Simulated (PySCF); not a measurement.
# Which determinant of CsTl⁺ lies lowest?

Unrestricted PBE0; basis Cs def2-SVPD with ECP46, Tl def2-SVPD with ECP60; scalar-relativistic core potentials; PySCF 2.14. Outer shells of the fragments: Cs+ closed shells only; Tl 5d10 6s2 6p1.

Followed along the bond (rough minima from three points):

```tsv
2Ms+1	unpaired	⟨S²⟩ at the start	R at minimum (Å)	Te (eV)
2	σ ↑	0.75	4.50	0.00
2	π ↑	0.75	4.46	0.49
4	σ ↑↑, π ↑	3.75	4.43	6.08
```

Solutions found at the starting distance of 3.735 Å, counted from the lowest of them; the search is not exhaustive and high or unbound solutions are not listed, so other states can lie among these:

```
2Ms+1   unpaired  term  E (eV)  ⟨S²⟩  ⟨Lz²⟩  μ (D)
    2        σ ↑   ²Σ⁺    0.00  0.75   0.00  -7.38
    2        π ↑    ²Π    0.34  0.75   1.00  -8.56
    2        δ ↑    ²Δ    4.07  0.75   4.00   2.81
    4  σ ↑↑, π ↑    ⁴Π    6.02  3.75   1.01  -8.00
    4  σ ↑, π ↑↑   ⁴Σ⁻    6.35  3.75   0.00  -8.72
    4      σ ↑↑↑   ⁴Σ⁺    9.41  3.75   0.00   2.03
```

A term symbol is given only where ⟨S²⟩ and ⟨Lz²⟩ are close to those of a pure state; real π, δ and φ orbitals otherwise mix terms. A positive dipole points towards Tl; it is taken about the centre of mass and depends on that origin.

**Question.** Compare the gap between the two lowest followed solutions at the starting distance with the gap between their minima.

**Answer.** At PBE0 the second solution (doublet, unpaired electrons π ↑) lies +0.34 eV from the first (doublet, unpaired electrons σ ↑) at 3.735 Å and +0.49 eV at the minima; the two curves relax by different amounts, since their minima lie near 4.46 and 4.50 Å.

These are scalar-relativistic numbers at best; spin–orbit coupling would shift them, the dissociation energy most. Counting both spins, an empty level lies below a filled one in some of these solutions, because spin and occupation are held.
